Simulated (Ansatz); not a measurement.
CH$_{7}$AlO$_{2}$Si at its PBE0-D4/def2-TZVP geometry, where that method's forces vanish. Total charge 0; spin multiplicity 1. The bonds changed during the relaxation, so this is another structure than the one it started from.

```xyz
12

O     2.4489   -0.2568    0.2739
Si    1.1715   -0.8607   -0.5423
O    -0.2656   -0.2929    0.0601
C    -0.6667    1.1672    0.0097
Al   -2.0377    0.0035    0.7660
H     2.8114    0.5892    0.0097
H     1.1434   -2.3177   -0.3222
H     1.2304   -0.4527   -1.9673
H    -0.6615    1.4918   -1.0306
H     0.0336    1.7373    0.6185
H    -2.0749   -0.2115    2.3356
H    -3.1328   -0.5967   -0.2111
```

**Question.** What forces (eV/Å) does ωB97M-V/def2-TZVPP give on these atoms in Ansatz? (An estimate is asked.)

**Answer.** Computed: 
```
O1   0.077  0.083  0.023
Si2 -0.033 -0.219 -0.203
O3   0.036 -0.193  0.018
C4  -0.015  0.307 -0.041
Al5 -0.138 -0.109  0.076
H6   0.004 -0.025  0.021
H7   0.005  0.185 -0.031
H8  -0.007 -0.041  0.170
H9   0.014 -0.033  0.087
H10 -0.048 -0.054 -0.058
H11  0.000  0.031 -0.159
H12  0.107  0.069  0.099
```
